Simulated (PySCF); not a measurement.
Coordinates in bohr (charge 0 multiplicity 1):
```
Sn   -0.5843    0.0000    0.0000
F     1.8739   -2.7074    0.0000
F     1.8739    2.7074    0.0000
```

Level of theory: PBE0/[Sn x2c-TZVPall, F x2c-TZVPall], spin-free X2C, density fitting, no spin–orbit coupling, PySCF.

This geometry of SnF2 is a stationary point at this level.

Problem. What is the point group?

Solution. C2v.

Problem. Is it a minimum?

Solution. Yes: all harmonic wavenumbers are real.

Problem. List the harmonic modes with their infrared intensities.

Solution. 
```json
{"symmetry": "a1", "ω (cm⁻¹)": "193", "IR (km/mol)": "11.4", "type": "bend"}
{"symmetry": "b2", "ω (cm⁻¹)": "587", "IR (km/mol)": "122", "type": "stretch"}
{"symmetry": "a1", "ω (cm⁻¹)": "606", "IR (km/mol)": "96.1", "type": "stretch"}
```

In C2v the vibrations span 2a1 + b2. Here b1 is antisymmetric to the molecular plane and b2 lies in it.
